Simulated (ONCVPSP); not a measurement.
Transferability test, ONCV potential for B (Z = 5)

ONCVPSP 4.0.1 input, shortened (lines: element, Z, core and valence counts, functional; n l f; lmax; l rc ep ncon nbas qcut; lloc lpopt rc5 dvloc0; l nproj debl; icmod fcfact rcfact), PBE, non-relativistic:

```
  B 5.00    1    2        4      upf
    1    0    2.00
    2    0    1.00
    2    1    2.00
    2
    0    1.45    0.00    3    8    5.50
    1    3.30    0.00    4    7    4.90
    2    3.40    0.22    4    7    3.20
    4    5    1.25    3.00
    0    3    1.10
    1    2    0.70
    2    2    3.90
    0    0.00    0.00
```

Energies are relative to the spin-unpolarised reference configuration 2s1 2p2; without spin polarisation the order of configurations can differ from experiment.

| valence configuration | charge | ΔE all-electron (eV) | error AE − PS (meV) |
| --- | --- | --- | --- |
| 2s2 2p1 | 0 | -5.844 | -19 |
| 2s2 2p0 | +1 | 2.377 | +168 |
| 2s1 2p0 | +2 | 27.792 | +566 |

(1) What are ΔE and the potential's error for 2s2 2p0.5?

Levels in the configuration 2s1 2p0:

| level | all-electron (eV) | pseudo (eV) |
| --- | --- | --- |
| 2s | -31.466 | -30.965 |

Note: no bound ghost flagged; GHOST(+) flagged for d at 112.3 eV.

Results:

(1) ΔE = -2.956 eV all-electron; the error (AE − PS) is +30 meV.
